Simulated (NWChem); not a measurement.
System: C$_{2}$H$_{5}$F$_{3}$Si; SMILES C(F)([Si@H](F)C)F

```xyz
11

C     -1.1501     1.8811    -0.1482
Si     0.2874     0.7295    -0.3728
F      1.3337     0.9155     0.8579
C     -0.3324    -1.0828    -0.3276
F      0.7127    -1.9492    -0.3417
F     -1.0421    -1.2898     0.8171
H     -0.8138     2.9259    -0.0683
H     -1.7010     1.6205     0.7686
H     -1.8466     1.8116    -0.9990
H      1.0366     0.9394    -1.6417
H     -0.9942    -1.3440    -1.1779
```
Atoms are numbered in this order, from 1.

All runs use the structure optimised with PBE0/def2-SVP.

Give the principal values of the shielding tensors (ppm) of C1, Si2, F3, C4, F5 from PBE0/pcSseg-1, GIAO (NWChem), with their diamagnetic and paramagnetic parts as GIAO splits them.


```json
[
 {"atom": "C1", "σ11": "178.3", "σ22": "191.2", "σ33": "196.8", "isotropic": "188.8", "diamagnetic": "256.8", "paramagnetic": "-68.1"},
 {"atom": "Si2", "σ11": "282.5", "σ22": "352.3", "σ33": "386.6", "isotropic": "340.4", "diamagnetic": "879.0", "paramagnetic": "-538.6"},
 {"atom": "F3", "σ11": "370.7", "σ22": "384.7", "σ33": "414.3", "isotropic": "389.9", "diamagnetic": "472.7", "paramagnetic": "-82.8"},
 {"atom": "C4", "σ11": "43.3", "σ22": "66.7", "σ33": "76.0", "isotropic": "62.0", "diamagnetic": "245.9", "paramagnetic": "-183.8"},
 {"atom": "F5", "σ11": "199.6", "σ22": "329.0", "σ33": "473.6", "isotropic": "334.1", "diamagnetic": "473.4", "paramagnetic": "-139.3"}
]
```
